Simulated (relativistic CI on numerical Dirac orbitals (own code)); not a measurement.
## Magnetism of Ag³⁺, 4d8, in a crystal field

Calculated by Dirac-Coulomb-Breit CI, orbitals from a KLI potential per configuration, QED by a radiative potential, valence Slater integrals scaled by 0.9, one configuration in a parametric crystal field (own radial code). With so little scaling, terms lie 10 to 35 % too far apart, which can change the order of excited levels.

Field parameters in Wybourne normalisation: D3d B²₀ = −7Dσ, B⁴₀ = −14Dq − 21Dτ, B⁴₃ = −14√(10/7) Dq. The field is a parameter set, without covalency.

S is read from ⟨S²⟩ = S(S + 1).

Powder χT (cm³ K mol⁻¹) by Van Vleck's formula, with temperature-independent terms:

```tsv
Field	2 K	5 K	10 K	20 K	50 K	100 K	200 K	300 K
D3d, 10Dq = 22150, Dσ = -1200, Dτ = -130 cm⁻¹	0.172	0.431	0.813	1.17	1.33	1.35	1.37	1.38
D3d, 10Dq = 22150, Dσ = -980, Dτ = -130 cm⁻¹	0.214	0.532	0.943	1.23	1.34	1.36	1.37	1.38
D3d, 10Dq = 22150, Dσ = -760, Dτ = -130 cm⁻¹	0.279	0.683	1.08	1.28	1.34	1.36	1.37	1.38
D3d, 10Dq = 22150, Dσ = -550, Dτ = -130 cm⁻¹	0.391	0.889	1.2	1.31	1.35	1.36	1.37	1.38
D3d, 10Dq = 22150, Dσ = -330, Dτ = -130 cm⁻¹	0.644	1.14	1.3	1.34	1.35	1.36	1.37	1.38
D3d, 10Dq = 22150, Dσ = -110, Dτ = -130 cm⁻¹	1.18	1.32	1.34	1.35	1.35	1.36	1.37	1.38
D3d, 10Dq = 22150, Dσ = 110, Dτ = -130 cm⁻¹	1.29	1.34	1.35	1.35	1.35	1.36	1.37	1.38
D3d, 10Dq = 22150, Dσ = 330, Dτ = -130 cm⁻¹	1.05	1.26	1.32	1.34	1.35	1.36	1.37	1.38
```

Task: For D3d, 10Dq = 22150, Dσ = -330, Dτ = -130 cm⁻¹: what effective moment follows at 300 K?

Result: μ_eff = √(8χT) = 3.32 μB. The ground level has S = 1.00; the spin-only moment for S = 1 is 2.83 μB. The difference comes from the orbital moment, spin-orbit mixing of terms and temperature-independent paramagnetism, all larger in this ionic model than in covalent complexes.
